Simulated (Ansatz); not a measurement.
`OCCCCCCO` + `CCCCCCC` → `CCCCCCCCCCO` + `CCCO`  (formal exchange of groups at a C–C bond)

Gas-phase electronic energies from Ansatz, PBE0-D4/def2-TZVP geometries. CBS: MP2 limit from def2 TZ/QZ plus the TZ coupled-cluster correction, frozen cores. DFT in def2-TZVPP. B3LYP here is the variant with VWN-RPA as its local correlation; programs differ in this. HSE06 is defined as in plane-wave codes. Each species was taken in one conformer, which may not be the lowest.

```tsv
level	ΔE (kcal/mol)	difference from CCSD(T)/CBS
PBE-D4	0.5	0.0
revPBE-D4	0.3	-0.2
BLYP-D4	0.4	-0.1
HSE06-D4	0.7	0.2
ωB97X-V	0.4	-0.1
B2PLYP	1.9	1.4
PBE-QIDH	1.2	0.7
B3LYP	3.1	2.6
r2SCAN0	1.6	1.1
RPA@PBE/def2-TZVPP	0.3	-0.2
HF/def2-SVP	3.6	3.1
CCSD(T)/def2-SVP	0.2	-0.3
HF/def2-TZVPP	3.9	3.4
MP2/def2-TZVPP	-0.1	-0.6
SCS-MP2/def2-TZVPP	0.6	0.1
HF/def2-QZVPP	3.9	3.4
CCSD(T)/CBS	0.5	0
```

Largest T1 diagnostic among the species: 0.009.

The D4 term adds −2.6 kcal/mol with B3LYP and −1.7 kcal/mol with PBE0; it sums over pairs of atoms, weighted by their polarisabilities, and B3LYP, whose exchange is more repulsive, gets the larger term. In def2-TZVPP, CCSD(T) changes the Hartree–Fock value by −3.6 kcal/mol (the triples alone add −0.5 kcal/mol) and MP2 by −4.0 kcal/mol.

CCSD(T)/CBS has its own doubt, a few kJ/mol and more with outer-core shells, so smaller differences from it don't rank the levels.
